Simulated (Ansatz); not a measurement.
Problem. Name a neutral molecule of B, C, O and H with size of the dipole moment (PBE/def2-TZVPP) between 1.10 and 1.40 D and HOMO–LUMO gap (PBE0/def2-TZVPP) between 8.35 and 8.65 eV (Ansatz, PBE0-D4/def2-TZVP geometry).

Solution. `CC[B@H-]1[O+](C)[B@@H-](CC)[O+]1C` (1.13 D, 8.47 eV). Other molecules can fit too; these were computed, each in one conformer that needn't be the lowest.
